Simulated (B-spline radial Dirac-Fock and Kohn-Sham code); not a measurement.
## Form factor and incoherent scattering function of Tb⁵⁸⁺

System: Tb⁵⁸⁺, configuration [He] 2s2 2p3.

Input of the calculation (task.json; shells as n, l, electrons):

```json
{"items": [{
  "Z": 65,
  "q": 58,
  "cfg": [[1, 0, 2], [2, 0, 2], [2, 1, 3]],
  "A": 159,
  "rrms": 5.06,
  "do": ["scatter"],
  "s": [0.0, 0.1, 0.11, 0.13, 0.16, 0.18, 0.22, 0.26, 0.3, 0.35, 0.42, 0.49, 0.58, 0.68, 0.81, 0.95, 1.12, 1.32, 1.55, 1.83, 2.16, 2.54, 3.0],
  "pz": [0, 0.1, 0.2, 0.3, 0.4, 0.5, 0.6, 0.8, 1.0, 1.2, 1.4, 1.6, 1.8, 2.0, 2.5, 3.0, 4.0, 5.0, 7.0, 10.0, 15.0, 20.0, 30.0, 40.0, 60.0, 100.0],
  "hv_scatter": [1000, 2000, 17479.3, 20000, 30000, 100000, 200000, 500000]
}]}
```

Command: `python xray_run.py task.json out`

Method: Dirac-Fock orbitals of the configuration average with a finite nucleus. Computed with a radial finite-basis atomic code. f₀ is the Fourier transform of the spherical electron density, S the Waller-Hartree incoherent function, and s = sin θ/λ.

| s (Å⁻¹) | f₀ | S |
| --- | --- | --- |
| 0 | 7.000 | 0.000 |
| 0.1 | 6.997 | 0.004 |
| 0.11 | 6.996 | 0.005 |
| 0.13 | 6.995 | 0.007 |
| 0.16 | 6.992 | 0.011 |
| 0.18 | 6.990 | 0.013 |
| 0.22 | 6.985 | 0.020 |
| 0.26 | 6.979 | 0.028 |
| 0.3 | 6.973 | 0.037 |
| 0.35 | 6.963 | 0.050 |
| 0.42 | 6.947 | 0.072 |
| 0.49 | 6.928 | 0.098 |
| 0.58 | 6.899 | 0.137 |
| 0.68 | 6.861 | 0.187 |
| 0.81 | 6.804 | 0.264 |
| 0.95 | 6.733 | 0.359 |
| 1.12 | 6.633 | 0.491 |
| 1.32 | 6.498 | 0.667 |
| 1.55 | 6.322 | 0.894 |
| 1.83 | 6.081 | 1.197 |
| 2.16 | 5.769 | 1.580 |
| 2.54 | 5.383 | 2.036 |
| 3 | 4.898 | 2.580 |

f₀ starts at the number of electrons, 7. The sum of ⟨r²⟩ over the electrons is 0.04128 bohr².
